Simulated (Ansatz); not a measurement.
Calculated with Ansatz (gas phase, PBE0-D4/def2-TZVP geometries, no zero-point term in ΔE). CCSD(T)/CBS is the MP2 limit (def2-TZVPP, def2-QZVPP) plus CCSD(T) − MP2 in def2-TZVPP, frozen cores. This one scheme is used for every species. DFT in def2-TZVPP. Each species was taken in one conformer, which may not be the lowest.

`O=C[SiH2]F` + CH₃OH → `CO[SiH2]F` + `C=O`  (ligand exchange at the Si–C bond)

```csv
level,ΔE (kJ/mol)
ωB97X-V,-133.8
HF/def2-QZVPP,-151.3
```

(1) What does CCSD(T)/CBS give? (Best estimate.)

Largest T1 diagnostic among the species: 0.015.

## Answers

(1) The calculation gave: -135.3 kJ/mol. The listed levels differ from it by 1.5, -16.0 kJ/mol.

From r2SCAN to r2SCAN0 (25 % exact exchange), in def2-TZVPP and without D4, ΔE moves by −3.7 kJ/mol. In def2-TZVPP, CCSD(T) changes the Hartree–Fock value by +13.2 kJ/mol (the triples alone add +1.9 kJ/mol) and MP2 by +8.7 kJ/mol.
